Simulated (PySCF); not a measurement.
## Computed structure and properties of [Nd(H2O)6]3+

System: [Nd(H2O)6]3+ (singlet in the valence; each metal's 4f electrons, 3 of them, lie in its core potential, out of spins and levels); start: displaced along the imaginary mode (D2). Method: PySCF 2.14.0, RKS B3LYP, Nd lcecp-1-SVP with ECP49, O def2-SVP, H def2-SVP; non-relativistic Hamiltonian with scalar-relativistic core potentials where named; density fitting; no spin-orbit coupling.

Input of the relaxation:

```python
mol = gto.M(atom='''
Nd    -0.00000     0.00000    -0.00000
O     -0.00000    -0.00000     2.45122
H      0.72607     0.35539     3.05878
H     -0.72607    -0.35539     3.05878
O      0.00000     0.00000    -2.45122
H      0.72607    -0.35539    -3.05878
H     -0.72607     0.35539    -3.05878
O      2.44558    -0.00000     0.00000
H      3.04967    -0.64801     0.44372
H      3.04967     0.64801    -0.44372
O      0.00000     2.45073     0.00000
H      0.37827     3.05781     0.71459
H     -0.37827     3.05781    -0.71459
O     -2.44558     0.00000    -0.00000
H     -3.04967     0.64801     0.44372
H     -3.04967    -0.64801    -0.44372
O     -0.00000    -2.45073    -0.00000
H     -0.37827    -3.05781     0.71459
H      0.37827    -3.05781    -0.71459''',
    basis={'Nd': 'lcecp-1-SVP', 'O': 'def2-SVP', 'H': 'def2-SVP'},
    ecp={'Nd': 'lcecp-1-SVP'},
    charge=3, spin=0)
mf = dft.RKS(mol, xc='B3LYP')
mf.grids.atom_grid = (50, 194)  # f atoms: unpruned, at least (60, 302)
mf = mf.density_fit()  # fitting sets: Nd AutoAux, O def2-universal-JKFIT, H def2-universal-JKFIT
mf.conv_tol = 1e-08; mf.max_cycle = 55
mf.kernel(dm0)  # dm0: converged density of the start geometry
# quasi-Newton relaxation in Cartesian coordinates to a largest gradient under 0.00045 Eh/bohr, steps kept in the point group
```

Run from Python with OMP_NUM_THREADS=4; the lines above give its settings. Where DIIS fails, smearing, a level shift and second-order steps follow.
It took 4.6 min on 4 threads of Arm Neoverse V1 (shared host), from the converged density of the start.

Course of the relaxation:

| step | energy above end (eV) | largest force component within the symmetry (eV/Å) |
| --- | --- | --- |
| 0 | 0.2927 | 1.222 |
| 1 | 0.0731 | 0.188 |
| 2 | 0.0655 | 0.033 |
| 3 | 0.0591 | 0.370 |
| 4 | 0.0520 | 0.179 |
| 5 | 0.0411 | 0.087 |
| 6 | 0.0256 | 0.209 |
| 7 | 0.0194 | 0.145 |
| 18 | 0.0007 | 0.022 |
| 19 | 0.0004 | 0.026 |
| 20 | 0.0003 | 0.021 |
| 21 | 0.0002 | 0.033 |
| 22 | 0.0001 | 0.010 |
| 23 | 0.0000 | 0.002 |
(The steps between are left out.)

Relaxed geometry (Th):

```xyz
19

Nd    0.0000    0.0000    0.0000
O     0.0000    0.0000    2.4442
H     0.7716   -0.0060    3.0483
H    -0.7716    0.0060    3.0483
O     0.0000    0.0000   -2.4442
H     0.7716    0.0060   -3.0483
H    -0.7716   -0.0060   -3.0483
O     2.4445    0.0000    0.0000
H     3.0486   -0.7717   -0.0049
H     3.0486    0.7717    0.0049
O     0.0000    2.4441    0.0000
H    -0.0016    3.0482    0.7717
H     0.0016    3.0482   -0.7717
O    -2.4445    0.0000    0.0000
H    -3.0486    0.7717   -0.0049
H    -3.0486   -0.7717    0.0049
O     0.0000   -2.4441    0.0000
H     0.0016   -3.0482    0.7717
H    -0.0016   -3.0482   -0.7717
```

```json
{"contact": "Nd1–O2 (H2O)", "Å": "2.444"}
{"contact": "Nd1–O5 (H2O)", "Å": "2.444"}
{"contact": "Nd1–O8 (H2O)", "Å": "2.444"}
{"contact": "Nd1–O11 (H2O)", "Å": "2.444"}
{"contact": "Nd1–O14 (H2O)", "Å": "2.444"}
{"contact": "Nd1–O17 (H2O)", "Å": "2.444"}
```

On the finer grid (75, 302):

| Quantity | Value |
| --- | --- |
| HOMO | -22.09 eV |
| LUMO | -13.43 eV |
| Dipole about the centre of mass | 0.00 D |
| Set of Mulliken populations of Nd1 outside the core potential | s 2.21, p 6.37, d 1.01, f 0.06 |
| D3(BJ) dispersion energy (not in the energies) | -0.619 eV |

```json
{"atom": "Nd1", "Mulliken (e)": "1.36", "Löwdin (e)": "0.90", "spin (e)": "0.00"}
{"atom": "O2", "Mulliken (e)": "-0.30", "Löwdin (e)": "0.00", "spin (e)": "0.00"}
{"atom": "H3", "Mulliken (e)": "0.29", "Löwdin (e)": "0.18", "spin (e)": "0.00"}
{"atom": "H4", "Mulliken (e)": "0.29", "Löwdin (e)": "0.18", "spin (e)": "0.00"}
{"atom": "O5", "Mulliken (e)": "-0.30", "Löwdin (e)": "0.00", "spin (e)": "0.00"}
{"atom": "H6", "Mulliken (e)": "0.29", "Löwdin (e)": "0.18", "spin (e)": "0.00"}
{"atom": "H7", "Mulliken (e)": "0.29", "Löwdin (e)": "0.18", "spin (e)": "0.00"}
{"atom": "O8", "Mulliken (e)": "-0.30", "Löwdin (e)": "0.00", "spin (e)": "0.00"}
{"atom": "H9", "Mulliken (e)": "0.29", "Löwdin (e)": "0.18", "spin (e)": "0.00"}
{"atom": "H10", "Mulliken (e)": "0.29", "Löwdin (e)": "0.18", "spin (e)": "0.00"}
{"atom": "O11", "Mulliken (e)": "-0.30", "Löwdin (e)": "0.00", "spin (e)": "0.00"}
{"atom": "H12", "Mulliken (e)": "0.29", "Löwdin (e)": "0.18", "spin (e)": "0.00"}
{"atom": "H13", "Mulliken (e)": "0.29", "Löwdin (e)": "0.18", "spin (e)": "0.00"}
{"atom": "O14", "Mulliken (e)": "-0.30", "Löwdin (e)": "0.00", "spin (e)": "0.00"}
{"atom": "H15", "Mulliken (e)": "0.29", "Löwdin (e)": "0.18", "spin (e)": "0.00"}
{"atom": "H16", "Mulliken (e)": "0.29", "Löwdin (e)": "0.18", "spin (e)": "0.00"}
{"atom": "O17", "Mulliken (e)": "-0.30", "Löwdin (e)": "0.00", "spin (e)": "0.00"}
{"atom": "H18", "Mulliken (e)": "0.29", "Löwdin (e)": "0.18", "spin (e)": "0.00"}
{"atom": "H19", "Mulliken (e)": "0.29", "Löwdin (e)": "0.18", "spin (e)": "0.00"}
```

The 4f levels lie in the core potential and are missing. Their spin isn't counted.

On the grid (50, 194), as all that follows. Harmonic modes: a minimum within the noise of the softest modes; lowest 50 cm⁻¹ (negative: unstable), highest 3711 cm⁻¹, zero-point energy 4.023 eV.

Taking off one H2O (charge 0, singlet; the rest: singlet) in vacuum, both parts rigid, costs 2.57 eV; the small basis without counterpoise inflates it. Parting with an electron moved from the ligand to the metal can be far cheaper, even downhill.

Rigid scan of H2O along the line from its metal, all other atoms held (where the atom bridges, its other bond changes as well):

distance to O2 (Å), energy (eV) and a bar:
```
     2.14      0.446 ##############################
     2.24      0.170 ###########
     2.34      0.037 ##
     2.44      0.000 
     2.54      0.027 ##
     2.64      0.094 ######
```

One start shape was tried, so this needn't be the lowest isomer.

An lcecp potential fixes the number of 4f electrons, so in runs with it no electron can move into or out of that shell.
